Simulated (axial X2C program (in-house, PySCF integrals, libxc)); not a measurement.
What spin–orbit coupling does to NaCd

Calculated with an axial X2C code built on PySCF integrals. Spin-free means the one-electron spin-free X2C Hamiltonian; two-component (2c) means X2C with spin–orbit coupling and atomic mean-field two-electron Coulomb and Gaunt terms, so the difference of the two also holds small scalar two-electron terms. Basis: Cd dyall-cv3z [12s12p8d5f3g], Na dyall-cv3z [9s8p5d2f] (cores contracted in-house); Gaussian nuclei, density fitting, unrestricted open shells. Masses: Cd 113.903 u, Na 22.990 u.

Spin-free state: M_S = 1/2, Λ = 0 (beyond evenly filled blocks: σα); fragments Cd + Na.

| level | Re (Å) | ωe (cm⁻¹) | De (eV) | μ (D) |
| --- | --- | --- | --- | --- |
| PBE0 | 3.400 | 75.0 | 0.129 | 0.74 |
| PBEsol | 3.284 | 85.6 | 0.195 | 0.92 |

Dipoles are positive if Na is the positive end.

Two-component determinant lowest at the distance of the search:

Ω = 1/2 (⟨Sz⟩ = 0.50, ⟨Lz⟩ = 0.00 at PBE0); fragments Cd + Na.

```
 level  Re (Å)  ωe (cm⁻¹)  De (eV)  μ (D)
  PBE0   3.398       75.1    0.130   0.75
PBEsol   3.282       85.8    0.196   0.93
```

Q: From the two tables, how do the constants change at the PBE0 level (2c against spin-free)?

A: At the PBE0 level Re goes down by 0.002 Å and ωe doesn't move by more than 0.2 cm⁻¹; De changes by 0.001 eV.

The state is one determinant whose occupation by symmetry is held fixed; it was picked as the lowest of a PBE0 search that is not exhaustive. Dissociation energies refer to the lowest single-determinant-based atoms at the same level and basis. Density functionals use the spin component along the axis (collinear).
